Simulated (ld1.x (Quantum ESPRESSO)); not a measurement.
**What the settings do to the TM potential of Ru (Z = 44)**

Base potential:

- Element: Ru
- Generator: ld1.x (Quantum ESPRESSO) 7.5
- Type: norm-conserving Troullier–Martins (Kleinman–Bylander form)
- Functional: PBE
- Relativity: fully relativistic
- Frozen core: [Ar] 3d10 4s2
- Valence charge: 14
- Reference configuration: 4p6 4d7 5s0.5 5p0 (charge +0.5)
- Partial waves: 5s (bound): rc 2.25 bohr; 4p (bound): rc 1.05 bohr; 4f channel at 0.05 Ry: rc 2.25 bohr; 4d (bound): rc 2.00 bohr
- Local potential: the d channel
- Core correction: none

Open shells are filled in proportion to 2j + 1 (rel_dist='average').

All-electron outer shells of the reference configuration (PBE, scalar-relativistic, ld1.x):

| shell | level (eV) | outermost node (bohr) | outermost maximum (bohr) |
| --- | --- | --- | --- |
| 4s | -79.90 | 0.48 | 0.92 |
| 4p | -49.97 | 0.49 | 0.98 |
| 4d | -8.72 | 0.48 | 1.21 |
| 5s | -7.26 | 1.23 | 2.66 |
| 5p | -3.38 | 1.40 | 3.55 |

Cutoffs, loose and tight: the cutoffs (Ry, on a coarse ladder) from which the occupation-weighted sum of valence levels, in a spherical-Bessel basis at the reference potential, stays within 10 and 1 mRy of its value at 400 Ry. They do not see the model core or the augmentation charge, which bear on the density cutoff. Test errors are all-electron minus pseudo excitation energies from the reference, over the configurations 4p6 4d7 5s1 5p0; 4p6 4d7 5s0 5p0; 4p6 4d6 5s0 5p0; 4p6 4d6 5s1 5p1; 4p6 4d4 5s0 5p0; 4p6 4d6 5s1 5p0; 4p6 4d7.5 5s0.5 5p0. A dash means not determined; rows that change the core or the reference have their own tests.

A true bound ghost makes a file unfit for plane-wave use even where its test errors are small: the radial tests pick states by their node count and pass the ghost by.

Cutoffs are not given where the Bessel-basis levels miss the radial ones by over 6 mRy, ghosts where they miss by over 20 mRy; a channel whose overlap is not positive is not tested.

| change | outcome | cutoff, loose | cutoff, tight | bound ghosts | largest test error (meV) |
| --- | --- | --- | --- | --- | --- |
| base | generated, misses its reference levels by 0.20 eV | 120 Ry | 160 Ry | s | -35 |
| wave 4p (bound): rc 1.05 bohr becomes 4p (bound): rc 0.66 bohr | generated, misses its reference levels by 0.20 eV | – | – | s | -34 |
| wave 4p (bound): rc 1.05 bohr becomes 4p (bound): rc 0.80 bohr | generated, misses its reference levels by 0.20 eV | 230 Ry | over 300 Ry | s | +33 |
| wave 4p (bound): rc 1.05 bohr becomes 4p (bound): rc 0.96 bohr | generated, misses its reference levels by 0.20 eV | 140 Ry | 230 Ry | s | -34 |
| wave 4p (bound): rc 1.05 bohr becomes 4p (bound): rc 1.04 bohr | generated, misses its reference levels by 0.20 eV | 120 Ry | 160 Ry | s | -35 |
| wave 4p (bound): rc 1.05 bohr becomes 4p (bound): rc 1.16 bohr | generated, misses its reference levels by 0.20 eV | 110 Ry | 160 Ry | s | -35 |
| wave 4p (bound): rc 1.05 bohr becomes 4p (bound): rc 1.30 bohr | generated, misses its reference levels by 0.20 eV | 70 Ry | 140 Ry | s | +31 |
| wave 4p (bound): rc 1.05 bohr becomes 4p (bound): rc 1.60 bohr | generated, misses its reference levels by 0.20 eV | 50 Ry | 70 Ry | s | +39 |

Reading the sweep of the p radius (base included, trends over the rows without a ghost): Bound ghosts are found at 0.66, 0.8, 0.96, 1.04, 1.05, 1.16, 1.3, 1.6 bohr. Every judged row has one, so this setting neither creates nor removes them.
